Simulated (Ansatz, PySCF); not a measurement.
This PySCF input computes a r2SCAN/def2-TZVPD energy:

```python
from pyscf import gto, scf, dft

mol = gto.M(
    atom='''
    F    -0.76259456    1.64911822   -0.49284179
    C    -0.68044371    0.76889691    0.52664285
    Cl   -2.01199820   -0.57034222    0.01137395
    Br    1.28999951   -0.27884651    0.03092463
    ''',
    basis='def2-tzvpd',
    charge=-1,
    spin=0,
    verbose=4,
)

mf = dft.RKS(mol, xc='r2scan').density_fit(auxbasis='def2-universal-jkfit')
mf.grids.level = 4
mf.conv_tol = 1e-9
mf.max_cycle = 100
mf.max_memory = 1500
mf.kernel()
if not mf.converged:
    mf = mf.newton()
    mf.kernel(mf.make_rdm1())
mf.analyze()
```

### Question
Write an input for the same energy in Ansatz (an electronic-structure program) and say what it gives.

### Answer

Ansatz 0.2 input:
```yaml
crystal:
  periodic: [false, false, false]
  atoms:
    - {symbol: F, position_ang: [-0.76259456, 1.64911822, -0.49284179]}
    - {symbol: C, position_ang: [-0.68044371, 0.76889691, 0.52664285]}
    - {symbol: Cl, position_ang: [-2.01199820, -0.57034222, 0.01137395]}
    - {symbol: Br, position_ang: [1.28999951, -0.27884651, 0.03092463]}
basis:
  gaussian:
    orbitals: def2-TZVPD
hamiltonian:
  xc: {name: r2SCAN}
total_charge: -1
output: {forces: true}
```
It gives -3172.28330 Eh, and PySCF -3172.28338 Eh, a difference of 0.08 mEh, from the treatment of integrals and grids.

It need not be the lowest isomer of its formula. Whether it binds its extra electron was not tested at this geometry.
